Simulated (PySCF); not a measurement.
Zn(OH)2 (H₂O₂Zn), SMILES [OH][Zn][OH].

Geometry optimised at PBE0-D3(BJ)/def2-TZVP. The isomer is the one that the SMILES or the coordinates give; other isomers of the formula were not compared. Other conformers were not sampled.

All values below come from ωB97X/def2-TZVPD run with PySCF.

The molecule is in vacuum.

**Question.** Estimate the frontier levels, gap, dipole moment and polarisability. (The exact figures need the calculation; the answer reports its results.)

**Answer.** 
| Item | Result |
|---|---|
| highest occupied level | -11.07 eV |
| lowest empty level | 0.64 eV |
| orbital gap | 11.72 eV |
| dipole moment | 1.90 D |
| quadrupole, principal values (traceless, Buckingham form, about the centre of nuclear charge) | -10.75, 3.49, 7.26 D·Å |
| mean static polarisability | 31.8 bohr³ (4.72 Å³) |
| polarisability, principal values | 27.4, 27.4, 40.6 bohr³ |
